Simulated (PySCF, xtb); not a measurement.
C4H5Cl, SMILES ClC1=CCC1.

Harmonic wavenumbers (cm⁻¹) from GFN2-xTB (xtb 6.7.1) at its own minimum, in rising order: 214, 291, 396, 481, 733, 839, 899, 976, 988, 999, 1047, 1119, 1151, 1183, 1194, 1243, 1443, 1459, 1661, 2993, 3011, 3012, 3017, 3152.

Question: What does PBE0-D3(BJ)/def2-SVP (PySCF 2.14.0) give at its own minimum? (The exact figures need the calculation; the answer reports its results.)

Answer: 216, 311, 412, 510, 773, 880, 894, 935, 951, 1035, 1085, 1157, 1166, 1191, 1219, 1300, 1436, 1465, 1694, 3069, 3082, 3129, 3147, 3252. Paired by order, the mean absolute difference is 41 cm⁻¹ and the zero-point energies are 47.9 and 49.0 kcal/mol.
